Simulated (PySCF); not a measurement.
H₂NbO₂, SMILES [OH][Nb][OH] (connectivity only; charge and spin as stated), neutral, multiplicity 4.

Coordinates come from a PBE0-D3(BJ)/def2-TZVP optimisation. The multiplicity is an assumed one; other spin states were not compared. The def2 effective core potentials stand for the cores of Nb; spin–orbit coupling is left out. One conformer was computed; it need not be the lowest.

Two levels are set side by side: PBE/def2-TZVPD (PySCF) and PBE0/def2-TZVPD (PySCF). Same geometry, gas phase. Differences are taken from unrounded values.

```
quantity                     PBE0   PBE  PBE minus PBE0
---------------------------  ----  ----  --------------
α-spin orbital gap (eV)      4.63  2.11           -2.52
β-spin orbital gap (eV)      7.81  5.39           -2.42
mean polarisability (bohr³)  64.6  69.0             4.3
```

Loosely held outer electrons make PBE densities more polarisable. Differences between two approximate levels are no errors against the true value.

Rough cost on one machine, each run with all the roots and properties that it gave: PBE0 against PBE within a factor of 2.
